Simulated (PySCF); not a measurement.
Values are calculated unless marked as measured or tabulated.
Si3BH8O3

The system: Si3BH8O3, a small molecule (built as: Si site whose three back bonds go to SiH3, SiH3, OB(OH)2); neutral, doublet. The structure, one conformer, was relaxed in the gas phase by PBE0-D3(BJ)/def2-SVP. No frequency run checks that it is a minimum.

SMILES: OB(O)O[Si]([SiH3])[SiH3]

```xyz
15

Si   -0.386    0.638   -0.670
Si   -0.691    2.673    0.442
Si   -1.910   -1.050   -0.096
O     1.233    0.195   -0.463
B     1.784   -1.049   -0.331
O     0.965   -2.140   -0.303
O     3.131   -1.208   -0.219
H     0.207    3.721   -0.134
H    -2.114    3.096    0.256
H    -0.408    2.566    1.910
H    -3.251   -0.378   -0.090
H    -1.667   -1.618    1.266
H    -1.940   -2.146   -1.106
H     1.449   -2.964   -0.194
H     3.587   -0.361   -0.254
```
(Å; atoms numbered from 1)

EPR values by unrestricted B3LYP, IGLO-III on B O Si, pcH-1 on H.

(1) Predict g and the largest hyperfine couplings. Where does the spin sit?

(2) How do the isotropic couplings move with BHandHLYP?

Answers

(1) g = 2.0014, 2.0020, 2.0066. The spin sits on Si1 (86 %, bonded to 1 O + 2 Si) by Mulliken populations.
```
atom  isotope  isotropic (MHz)  dipolar, principal values (MHz)
 Si1     29Si           -411.6               -149.4, 73.6, 75.9
 H10       1H             64.4                  -2.3, -0.3, 2.6
 H12       1H             59.8                  -2.3, -0.3, 2.6
 Si2     29Si            -42.2                  -11.2, 4.1, 7.1
 Si3     29Si            -38.6                  -11.2, 4.3, 6.9
  O4      17O            -18.3                -20.8, 10.0, 10.7
```

(2) Si1 -411.6 to -447.9 MHz, H10 64.4 to 62.7 MHz, H12 59.8 to 58.1 MHz, Si2 -42.2 to -41.6 MHz.
